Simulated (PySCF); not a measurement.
## Exercise with solution: oscillator strength and radiative lifetime

Si(CCH)(H)2(OH) (C₂H₄OSi), SMILES C#C[SiH2]O.

Coordinates come from a PBE-D3(BJ)/def2-SVP optimisation. Other conformers were not sampled.

TDA-CAM-B3LYP/def2-SVPD run with PySCF 2.14.0 puts the first singlet state with f over 0.02 at 7.98 eV (vertical), with the transition dipole (-0.517, 0.635, -0.058) in atomic units.

### Question
Find the oscillator strength, the wavelength and the radiative lifetime that this transition would have in vacuum if emission retraced absorption.

### Answer

|μ|² = 0.6739 au, so |μ| = 2.09 D. ΔE = 7.98/27.211 = 0.2933 hartree. f = (2/3) ΔE |μ|² = 0.132 (the program prints 0.132).
λ = 1239.84/7.98 = 155 nm; ν = 64363 cm⁻¹.
Einstein's coefficient A = 0.6670 ν² f s⁻¹ (ν in cm⁻¹) = 3.6e8 s⁻¹, so τ = 1/A = 2.7 ns. This state is S6; the lower singlets have f = 0.000, 0.002, 0.000, 0.011, 0.017. The figure is the radiative limit of this one transition; relaxation, internal conversion, crossing to triplets and a medium change what is measured.
